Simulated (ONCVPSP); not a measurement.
**caesium (Cs): excitation energies, all-electron against ONCV**

- Element: caesium (Cs)
- Generator: ONCVPSP 4.0.1
- Type: optimised norm-conserving Vanderbilt (ONCV)
- Functional: PBE
- Relativity: scalar-relativistic
- Frozen core: [Kr] 4d10
- Valence charge: 9
- Reference configuration: 5s2 5p6 6s1
- Partial waves: 5s+6s: rc 2.55 bohr, ncon 4, nbas 8, qcut 4.5 1/bohr, 2 projectors; 5p: rc 3.25 bohr, ncon 5, nbas 9, qcut 4.6 1/bohr, 2 projectors, debl 1.7 Ha; d scattering state at 0.46 Ha: rc 3.30 bohr, ncon 5, nbas 10, qcut 2.5 1/bohr, 2 projectors, debl 2.5 Ha
- Local potential: polynomial inside 1.95 bohr (lpopt 5, dvloc0 0 Ha)
- Core correction: Teter function, fcfact 1.75, rcfact 1.55

In the d channel the program set the typed energies aside and used 0.050, 2.550 Ha.

Energies are relative to the spin-unpolarised reference configuration 5s2 5p6 6s1; without spin polarisation the order of configurations can differ from experiment.

| valence configuration | charge | ΔE all-electron (eV) | error AE − PS (meV) |
| --- | --- | --- | --- |
| 5s2 5p6 6s0 | +1 | 3.863 | -0.5 |
| 5s2 5p6 6s0 6p1 | 0 | 1.371 | +0.3 |
| 5s1 5p6 6s1 | +1 | 31.683 | -51 |

(1) What are ΔE and the potential's error for 5s2 5p6 6s0.5?

Levels in the configuration 5s2 5p6 6s0.5:

```json
{"level": "5s", "all-electron (eV)": "-29.160", "pseudo (eV)": "-29.160"}
{"level": "5p", "all-electron (eV)": "-15.928", "pseudo (eV)": "-15.927"}
{"level": "6s", "all-electron (eV)": "-3.834", "pseudo (eV)": "-3.834"}
```

Note: ghosts flagged at negative energy: d at -76.6 eV; GHOST(+) flagged for s at 76.6 eV. A true bound ghost makes a file unfit for plane-wave use.

## Answers

(1) ΔE = 1.471 eV all-electron; the error (AE − PS) is -0.1 meV.
